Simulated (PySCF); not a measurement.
Computed shifts of a molecule CH8FNSi2, HF/pcSseg-1 (PySCF), GIAO, gas phase, equivalent atoms averaged, in ppm (number of nuclei): ¹⁵N: 20.8 (1). ¹³C: 23.3 (1). ²⁹Si: -2.5 (1), -54.5 (1). ¹⁹F: -207.8 (1). ¹H: 5.19 (2), 3.81 (1), 3.51 (1), 2.63 (1), 2.47 (1), 0.43 (2). References: ¹⁵N against NH3 (σ = 267.3 ppm); ¹³C against TMS (σ = 192.6 ppm); ²⁹Si against TMS (σ = 393.8 ppm); ¹⁹F against CFCl3 (σ = 238.5 ppm); ¹H against TMS (σ = 31.99 ppm), references at their B3LYP-D3(BJ)/def2-TZVP geometries, non-relativistic. Coordinates come from a PBE0-D3(BJ)/def2-SVP optimisation. One conformer was computed; it need not be the lowest.

Problem. Identify the compound among the candidates.
(A) C[Si@H](N)[SiH2]F
(B) CN([SiH3])[SiH2]F
(C) NC[SiH2][SiH2]F
(D) NC[Si@H](F)[SiH3]

Solution. C, NC[SiH2][SiH2]F
